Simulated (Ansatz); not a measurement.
`[CH3][SnH]([NH2])[F]` + HCl → `[CH3][SnH]([NH2])[Cl]` + H–F at 400 K and 1 bar (ligand exchange at the Sn–F bond).

Computed with Ansatz on PBE0-D4/def2-TZVP structures; ΔE is electronic, products minus reactants. CCSD(T)/CBS adds triple-zeta CCSD(T) − MP2 to the extrapolated MP2 energy (def2 sets, frozen cores). This one scheme is used for every species. def2 core potentials past Kr. For Sn outer-core shells are correlated without core-valence functions, which leaves a few kJ/mol of doubt a bond. One conformer a species, not always the lowest.

```csv
species,CCSD(T)/CBS energy (Eh),H − E (kJ/mol),S (J/(mol·K))
`[CH3][SnH]([NH2])[F]`,-410.22990,218.3,399.2
HCl,-460.38127,29.6,195.4
`[CH3][SnH]([NH2])[Cl]`,-770.22867,217.3,412.8
H–F,-100.39570,36.5,182.2
```

H − E and S are ideal-gas, rigid-rotor, harmonic terms from PBE0-D4/def2-TZVP, for one conformer and one mirror image of each species. 1 Eh = 2625.50 kJ/mol, R = 8.31446 J/(mol·K).

Q: By hand: ΔE, ΔH, ΔS and ΔG.

A: ΔE = (-770.22867) + (-100.39570) − (-410.22990) − (-460.38127) = -0.01320 Eh = -34.7 kJ/mol. Δ(H − E) = 217.3 + 36.5 − 218.3 − 29.6 = 5.9, so ΔH = -28.8 kJ/mol. ΔS = 412.8 + 182.2 − 399.2 − 195.4 = 0.4 J/(mol·K). ΔG = -28.8 − 400 × (0.4)/1000 = -29.0 kJ/mol.

Q: By hand: the equilibrium constant, and the temperature at which ΔG would vanish if ΔH and ΔS stayed fixed.

A: log₁₀ K = −ΔG/(RT ln 10) = 3.8. ΔH and −TΔS have one sign here, so there is no such temperature.

The number of gas molecules stays the same, so ΔS is small and ΔH decides. A doubt of 5 kJ/mol in ΔE shifts log₁₀ K by 0.7 here. Other conformers and mirror images would add mixing entropy, several J/(mol·K) or more a flexible species. These are equilibria of isolated gas molecules and say nothing of rates. Largest T1 diagnostic: 0.013 (customary marks: 0.02 for closed shells, 0.045 for open ones).

ΔS is within the doubt of such terms, so its sign, and with it that verdict, could turn.
